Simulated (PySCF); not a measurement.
## Spin states and ions at one geometry of [BiF3]2+

PySCF 2.14.0, RKS TPSS, Bi def2-SVP with ECP60, F def2-SVP; non-relativistic Hamiltonian with scalar-relativistic core potentials where named; density fitting; no spin-orbit coupling; singlets restricted, open shells unrestricted. The geometry is relaxed for charge +2, singlet, vacuum:

```xyz
4

Bi    0.3093    0.0000    0.0000
F    -0.6066    0.0000    1.7724
F    -0.6066    0.0000   -1.7724
F     2.3045    0.0000    0.0000
```

Energies count from the relaxed state; an electron taken off or put on is at rest in vacuum. Charges and spins are Mulliken's.

| state | energy (eV) | spin squared | charge on Bi1 (e) | spin on Bi1 (e) | dipole about the centre of mass (D) |
| --- | --- | --- | --- | --- | --- |
| charge +2, singlet, vacuum | 0.00 | 0.00 | 2.10 | 0.00 | 0.24 |
| charge +2, triplet, vacuum | 1.10 | 2.01 | 1.97 | 0.12 | 0.07 |
| charge +1, doublet, vacuum | -18.67 | 0.75 | 1.69 | 0.16 | 0.29 |

Question: What does the state charge +3, doublet, vacuum give?

Answer: energy (eV) 27.63, spin squared 0.75, charge on Bi1 (e) 2.37, spin on Bi1 (e) -0.06, dipole about the centre of mass (D) 0.06.

With an electron taken off (doublet) the charges change, summed by element, by Bi +0.27 e, F +0.73 e. The vertical ionisation energy is 27.63 eV, against −ε(HOMO) = 23.88 eV of the relaxed state. The level lies 3.8 eV too high, as is usual for semilocal functionals and global hybrids, which keep a self-interaction error.

With an electron put on (doublet) the charges change, summed by element, by Bi -0.41 e, F -0.59 e. The vertical electron affinity is 18.67 eV, against −ε(LUMO) = 22.35 eV of the relaxed state.

Open shells may have lower solutions than those found. Hard to converge, so the more doubtful: charge +2, triplet, vacuum; charge +3, doublet, vacuum.

No frequency check is given that shows the relaxed geometry to be a minimum.
